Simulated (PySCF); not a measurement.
Compound: C₅H₁₁N₂ (doublet state).
Atom-mapped SMILES: `[CH2:1]/[N:2]=[CH:3]/[C@@H:4]([NH2:5])[CH2:6][CH3:7]` (hydrogens: H8, H9 on C1; H10 on C3; H11 on C4; H12, H13 on N5; H14, H15 on C6; H16, H17, H18 on C7)

Structure used (GFN2-xTB), in Å, numbered top down from 1:
```
atom  x, y, z in Å
C1     2.9989    0.2817   -0.0580
N2     1.7532    0.0336    0.1869
C3     0.8314   -0.4331   -0.5942
C4    -0.4502   -0.9601   -0.0192
N5    -0.4592   -1.0521    1.4303
C6    -1.6479   -0.1158   -0.5066
C7    -1.5687    1.3417   -0.0691
H8     3.5388   -0.1363   -0.9024
H9     3.5393    0.8851    0.6503
H10    0.9133   -0.3934   -1.6820
H11   -0.6030   -1.9782   -0.4103
H12   -0.2132   -0.1468    1.8181
H13    0.2589   -1.7009    1.7351
H14   -2.5576   -0.5671   -0.1093
H15   -1.6837   -0.1693   -1.5967
H16   -1.6557    1.4229    1.0109
H17   -2.3800    1.9097   -0.5190
H18   -0.6235    1.7847   -0.3765
```

The hyperfine couplings belong to this conformer and change with its torsions.

Computed, not measured: UKS B3LYP, pcH-1 on C H N, non-relativistic, mean-field spin-orbit, GIAO (PySCF). Isolated species at its GFN2-xTB geometry (one conformer only). A GFN2-xTB geometry isn't a minimum of the functional, and hyperfine couplings can be far from their values at a DFT geometry. The frame is twisted about the N2–C3 bond at this geometry (dihedral C1–N2–C3–H10 = -20°); couplings at other torsion angles weren't computed. Stability of the SCF solution: not tested.

Principal values of hyperfine tensors in MHz (contact and dipolar terms together), for some of the nuclei:

| atom | isotope | A1 | A2 | A3 |
| --- | --- | --- | --- | --- |
| C1 | 13C | 14.04 | 16.08 | 163.03 |
| C3 | 13C | 13.33 | 15.03 | 150.39 |
| H11 | 1H | 49.20 | 49.86 | 58.71 |
| H9 | 1H | -61.60 | -39.90 | -12.16 |
| H8 | 1H | -54.25 | -35.25 | -10.64 |
| H10 | 1H | -47.62 | -31.65 | -8.43 |
| C6 | 13C | 24.77 | 25.01 | 33.05 |
| H14 | 1H | 2.85 | 3.86 | 7.78 |

Give the isotropic coupling of each nucleus in MHz and in mT (g = 2.0023), and the anisotropic part.

a_iso is a third of the trace, T = A − a_iso, and a(mT) = a(MHz)/(g × 13.996).

```tsv
atom	a_iso (MHz)	a_iso (mT)	T1	T2	T3
C1	64.38	2.297	-50.35	-48.30	98.64
C3	59.58	2.126	-46.25	-44.55	90.81
H11	52.59	1.877	-3.39	-2.73	6.12
H9	-37.89	-1.352	-23.71	-2.01	25.73
H8	-33.38	-1.191	-20.87	-1.87	22.74
H10	-29.23	-1.043	-18.39	-2.41	20.80
C6	27.61	0.985	-2.84	-2.60	5.44
H14	4.83	0.172	-1.98	-0.97	2.95
```

What spin density at the nucleus of H8 lies behind its contact coupling (g_N = 5.58569)?

a_FC = (2μ0/3) gₑ μB g_N μN ρ(0)/(2S·h) = 800.24 MHz × g_N × ρ(0)/(2S), with ρ in bohr⁻³. With a_FC = -33.38 MHz and 2S = 1, ρ(0) = -0.007468 bohr⁻³. In magnitude that is 2.3 % of the 1/π = 0.318 of a free hydrogen atom.

C4 (13C, g_N = 1.40482) isn't in the table. Its spin density at the nucleus is -0.013 bohr⁻³. What is its contact coupling?

By the same relation, a_FC = -14.61 MHz. Its full tensor has the principal values -15.91, -14.75, -13.18 MHz.

Which nucleus of the table has the largest anisotropic coupling, and what is its form?

C1: -50.3, -48.3, 98.6 MHz, nearly axial, close to the ratio −1:−1:+2, the form that spin in one p orbital centred on that nucleus gives.

What first-order splitting does C1 cause when the field lies along A1, A2 or A3 of its tensor (g taken as isotropic, no quadrupole term)?

2 lines (I = 1/2), spaced by |A_i|/(g × 13.996): 0.50, 0.57, 5.82 mT along the axes of A1, A2 and A3.
